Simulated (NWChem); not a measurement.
System: CH₅BO₂; SMILES CB(O)O

The following NWChem deck was run.

```
start job
memory heap 200 mb stack 900 mb global 1100 mb
geometry units angstroms noautoz
  B     -0.002936     0.116332     0.000465
  C     -0.069280    -1.474544     0.002708
  H      0.435181    -1.891463    -0.879781
  H     -1.088850    -1.878378     0.009713
  H      0.446456    -1.889813     0.879431
  O     -1.112308     0.918678    -0.001098
  H     -1.927555     0.401361    -0.000904
  O      1.189312     0.793338    -0.000308
  H      1.945014     0.191661     0.001146
end
basis spherical
  B library 6-31+g*
  C library 6-31+g*
  H library 6-31+g*
  O library 6-31+g*
end
dft
  xc b3lyp
  iterations 150
  vectors input atomic output neutral.movecs
end
task dft energy
charge 1
dft
  odft
  mult 2
  vectors input atomic output cation.movecs
end
task dft energy
charge -1
dft
  odft
  mult 2
  vectors input atomic output anion.movecs
end
task dft energy
```

Coordinates come from a B3LYP/6-31G* (spherical d) optimisation.

Ions are spin-unrestricted doublets at the neutral geometry; other ion states weren't tried.

### Question
Give the results of this calculation. (B3LYP/6-31+G* (spherical d), vertical spin-unrestricted ions.) Quantities: vertical ionisation energy, ΔSCF (eV); −ε(HOMO) (eV).

### Answer
```json
{
  "vertical ionisation energy, ΔSCF (eV)": "11.35",
  "−ε(HOMO) (eV)": "8.75"
}
```
